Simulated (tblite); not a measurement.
Run record: tight-binding relaxation, `[nH]1cc([C]([O-])C)cc1` [radical].

Computed with GFN2-xTB geometry optimisation, gas phase (tblite 0.8.0). Start geometry: from a force field or distance geometry. A driver script takes a list of jobs; this job's settings line and coordinates (Å) are shown.

Command:
```bash
OMP_NUM_THREADS=1 python probes_run.py task.json out
```

Input:
```
{"job": {"kind": "relax", "xc": "GFN2-xTB", "basis": "xTB"}, "charge": -1, "multiplicity": 2}
C     -2.264800     0.026300     0.443600
C     -1.399500     0.158500    -0.803800
O     -1.603200    -0.951300    -1.648900
C      0.043700     0.101900    -0.451800
C      1.087800    -0.530100    -1.089700
C      2.238200    -0.296500    -0.378700
N      1.910100     0.465100     0.705100
C      0.582800     0.709400     0.681900
H     -2.595100     1.024100     0.806600
H     -3.116900    -0.629600     0.160200
H     -1.706400    -0.427500     1.303400
H      0.973500    -1.092400    -2.009100
H      3.240400    -0.652000    -0.617100
H      2.545400     0.816700     1.458500
H      0.059300     1.285500     1.417800
```

Output:
```
step      E/eV     max force
  0    -638.94067    5.497
  1    -639.47900    2.960
  2    -639.71822    2.366
  3    -639.98244    1.288
  4    -640.05043    0.807
  5    -640.09128    0.590
  6    -640.17322    0.741
  7    -640.20462    0.628
  8    -640.23660    0.390
  9    -640.25682    0.368
... (70 lines left out)
 80    -640.41144    0.016
 81    -640.41147    0.018
 82    -640.41152    0.025
 83    -640.41162    0.031
 84    -640.41176    0.037
 85    -640.41191    0.034
 86    -640.41205    0.027
 87    -640.41216    0.025
 88    -640.41221    0.018
 89    -640.41223    0.008
```

«max force» is the largest atomic force in eV/Å.

**Question.** From which step on does the largest force stay under 0.1 eV/Å, and how much energy is left to gain from there?

**Answer.** From step 41 (0.087 eV/Å), 8.8 meV above the end.

In short: energy lowered by 33.9 kcal/mol over 89 steps; largest atomic force 0.008 eV/Å at the end.

**Question.** Give the final coordinates.

**Answer.** 0.331 Å rms from the input after alignment:
```
atom  x, y, z in Å
C1    -2.3385    0.0784    0.4282
C2    -1.3224   -0.4246   -0.6041
O3    -1.7414   -1.0364   -1.6425
C4     0.0303   -0.1524   -0.3096
C5     1.1638   -0.5350   -1.1037
C6     2.2947   -0.1091   -0.4948
N7     1.9708    0.6159    0.6358
C8     0.5788    0.5035    0.8147
H9    -2.2903    1.1668    0.5250
H10   -3.3447   -0.2026    0.1185
H11   -2.1363   -0.3518    1.4130
H12    1.1003   -1.0653   -2.0366
H13    3.3276   -0.2101   -0.7926
H14    2.5959    0.6617    1.4301
H15    0.1070    1.0689    1.5967
```

Time: 0.51 s. Hardware: one thread of an Arm Neoverse V1, no GPU, shared host with 32 logical CPUs at a one-minute load of 52.
Labels such as C1 count atoms from 1, the log's own numbers from 0.
